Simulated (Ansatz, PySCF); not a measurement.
The pair A = H2 (SMILES [H][H]) (first 2 atoms), B = Si2H6 (SMILES [SiH3][SiH3]); geometry from B3LYP-D3(BJ)/def2-TZVP.
(charge 0, multiplicity 1):
```csv
atom,x (Å),y (Å),z (Å)
H,0.5567,-0.7627,0.0531
H,-0.0982,-0.5764,-0.2471
Si,1.0168,-0.1338,3.6817
Si,-1.1315,0.4676,2.9615
H,1.8150,-0.6739,2.5545
H,0.9308,-1.1710,4.7386
H,1.7213,1.0484,4.2351
H,-1.0531,1.5122,1.9121
H,-1.9160,1.0004,4.1024
H,-1.8414,-0.7107,2.4080
```

Rows in 6-31G* carry no dispersion term and start afresh at each structure (6-31G* with six Cartesian d functions).

Programs: Ansatz (Gaussian basis) for Hartree–Fock, density functionals and correlated methods; PySCF for 6-31G* rows. Each number belongs to the level named beside it.

Total energies (hartree), monomers frozen at their geometry in the pair:

| structure | HF/6-31G* | PBE/def2-TZVPPD | B3LYP/6-31G* |
|---|---|---|---|
| AB | -582.4311665 | -583.4403327 | -583.7576580 |
| A in the pair's basis | -1.1267512 | -1.1661358 | -1.1756326 |
| B in the pair's basis | -581.3051586 | -582.2738883 | -582.5827690 |
| A | -1.1266842 | -1.1661268 | -1.1754811 |
| B | -581.3050190 | -582.2738683 | -582.5826265 |

Task: Work out the interaction energy without and with the counterpoise correction, and the superposition error, for each level.

Result: 
E(AB) − E(A) − E(B), times 627.509 kcal/mol, with the monomers in their own basis and then in the pair's basis:
- HF/6-31G*: 0.34 uncorrected, 0.47 corrected; the monomers gain 0.13 kcal/mol from borrowed functions
- PBE/def2-TZVPPD: -0.21 uncorrected, -0.19 corrected; the monomers gain 0.02 kcal/mol from borrowed functions
- B3LYP/6-31G*: 0.28 uncorrected, 0.47 corrected; the monomers gain 0.18 kcal/mol from borrowed functions

Ansatz is a quantum-chemistry and plane-wave program.
